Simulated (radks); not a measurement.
The numbers below are computed, except where a source is named.
Q: The tellurium ion Te2+, 50 electrons, occupied as [Kr] 4d10 5p2 6p2 (not the ground configuration). Level of theory: scalar-relativistic Kohn-Sham, LDA (Slater exchange, Perdew-Wang correlation), spin-polarised, spherical densities, finite nucleus; open shells are filled with parallel spins first (spin-orbit coupling, left out, can overturn this in heavy ions); Fermi nuclear charge, rms radius 4.7423 fm (a radial shooting solver on a logarithmic mesh with Libxc functionals). Some entries of the table are withheld. Estimate them.

orbital,occ.,eigenvalue (hartree),r(max) (bohr),<r> (bohr)
1s up,1,-1162.181,0.01796,0.02784
1s down,1,-1162.177,0.01796,0.02784
2s up,1,-179.2865,0.1015,0.1200
2s down,1,-179.2842,0.1015,0.1200
2p up,3,-161.1716,0.08124,0.1048
2p down,3,-161.1682,0.08124,0.1048
3s up,1,-36.63179,0.2930,0.3226
3s down,1,-36.62787,0.2930,0.3226
3p up,3,-30.74117,0.2865,0.3206
3p down,3,-30.73690,0.2865,0.3206
3d up,5,-21.80450,0.2376,0.2970
3d down,5,-21.80052,0.2376,0.2970
4s up,1,-7.22957,0.7004,0.7640
4s down,1,-7.22086,0.7004,0.7636
4p up,3,-5.39770,0.7371,0.8198
4p down,3,-5.38760,0.7371,0.8186
4d up,5,(1),0.8092,0.9621
4d down,5,(2),0.8084,0.9555
5p up,2,-1.16759,1.929,2.149
5p down,0,-1.07802,1.915,2.146
6p up,2,(3),4.446,4.622
6p down,0,(4),4.573,4.846

A: 
(1) 4d up eigenvalue (hartree): -2.72352
(2) 4d down eigenvalue (hartree): -2.70590
(3) 6p up eigenvalue (hartree): -0.43610
(4) 6p down eigenvalue (hartree): -0.37705
